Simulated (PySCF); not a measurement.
# What a mistake does to a calculation on H3O3Si anion

Calculated results; nothing here was measured. The program is PySCF 2.14.0, an open-source quantum chemistry code, run on an isolated molecule that a program drew, which may never have been made. The molecule is H3O3Si anion (charge -1, singlet), drawn as the SMILES string `O[Si-](O)O`.

Each row is a Hartree-Fock (HF) and frozen-core CCSD(T) single point in the aug-cc-pV(D+d)Z basis, meant for a local HF minimum. Run 1 is clean. Each other run has one planted mistake out of seven kinds, and not every kind appears here: one electron removed, one electron added, multiplicity raised by two, geometry at a saddle point, minimal basis STO-3G, one bond length entered in bohr, all coordinates scaled. The reference is restricted for singlets and unrestricted otherwise, and also for a bond in bohr. Adding or removing an electron swaps singlet and doublet. Electrons count all cores. HOMO and LUMO are orbital energies over both spins, the gradient is its largest component, and the lowest frequency (negative if imaginary) is given only where the gradient is small. Bond lengths are over the 6 bonds as drawn. T1 is the CCSD diagnostic: over 0.02 (restricted) or 0.045 (unrestricted) a single reference is doubtful.

Geometry of the clean run:
```xyz
7
H3O3Si anion, angstrom
O     0.7030    0.3785   -1.8483
Si    0.7886    1.7939   -0.8657
O     1.9096    1.2747    0.3833
O    -0.5977    1.5044    0.1394
H     0.4006   -0.3634   -1.3461
H     2.7709    1.6198    0.2299
H    -0.3141    1.2866    1.0128
```

| run | electrons | basis functions | <S^2> | HOMO (eV) | LUMO (eV) | gradient (hartree/bohr) | lowest frequency (cm^-1) | mean bond (Å) | longest bond (Å) | T1 | HF (hartree) | CCSD(T) (hartree) | mistake |
|---|---|---|---|---|---|---|---|---|---|---|---|---|---|
| 1 | 42 | 128 | 0.000 | -2.34 | 4.07 | 4.2e-05 | 108 | 1.3414 | 1.757 | 0.0180 | -515.42905 | -516.19708 | no fault |
| 2 | 42 | 128 | 0.000 | -4.01 | 3.80 | 2.5e-02 | - | 1.6019 | 3.320 | 0.0224 | -515.33306 | -516.11129 | one bond length entered in bohr |
| 3 | 42 | 27 | 0.000 | 2.49 | 20.88 | 7.1e-02 | - | 1.3414 | 1.757 | 0.0100 | -508.72730 | -508.87993 | minimal basis STO-3G |
| 4 | 42 | 128 | 0.000 | -1.92 | 4.36 | 3.7e-05 | -278 | 1.3515 | 1.825 | 0.0199 | -515.36859 | -516.15437 | geometry at a saddle point |
| 5 | 41 | 128 | 0.754 | -11.53 | -0.39 | 1.1e-01 | - | 1.3414 | 1.757 | 0.0185 | -515.38705 | -516.11859 | one electron removed |
| 6 | 42 | 128 | 0.000 | -2.00 | 4.08 | 4.1e-02 | - | 1.2944 | 1.695 | 0.0176 | -515.42010 | -516.17855 | ? |

**Which mistake was planted in run 6, and what did it cost?**

The mean and the longest bond both change by the same factor, 0.965, and the gradient is no longer small. So the mistake is: all coordinates scaled. Subtracting run 1 and multiplying by 627.51 kcal/mol a hartree, the energy moved by 5.6 kcal/mol in HF and 11.6 kcal/mol in CCSD(T).

Cautions from the logs. Run 3: the HOMO is above zero, so the electron isn't bound and the energy depends on the basis.
